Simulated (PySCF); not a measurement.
Computed shifts of a molecule C3H5ClGeO, PBE0/pcSseg-1 in PySCF, GIAO, gas phase, equivalent atoms averaged, in ppm (number of nuclei): ¹³C: 237.9 (1), 156.4 (1), 140.3 (1). ¹H: 12.39 (1), 6.76 (1), 6.46 (1), 4.91 (1), 4.62 (1). References: ¹³C against TMS (σ = 186.3 ppm); ³⁵Cl against HCl (σ = 945.9 ppm); ⁷³Ge against GeH4 (σ = 1658.3 ppm); ¹⁷O against H2O (σ = 334.2 ppm); ¹H against TMS (σ = 31.56 ppm), references at their B3LYP-D3(BJ)/def2-TZVP geometries, non-relativistic (without spin–orbit terms, shifts of atoms bonded to Cl or Br come out too high). Coordinates come from a B3LYP-D3(BJ)/def2-SVP optimisation. The values are those of a single conformer.

Task: Identify the compound among the candidates.
A) C=[C](Cl)[GeH2][CH]=O
B) O=[C]1C[CH2][Ge@H]1[Cl]
C) O=[CH][GeH2]/[CH]=C\Cl
D) [Cl][GeH2][C]1=COC1

Result: A, C=[C](Cl)[GeH2][CH]=O
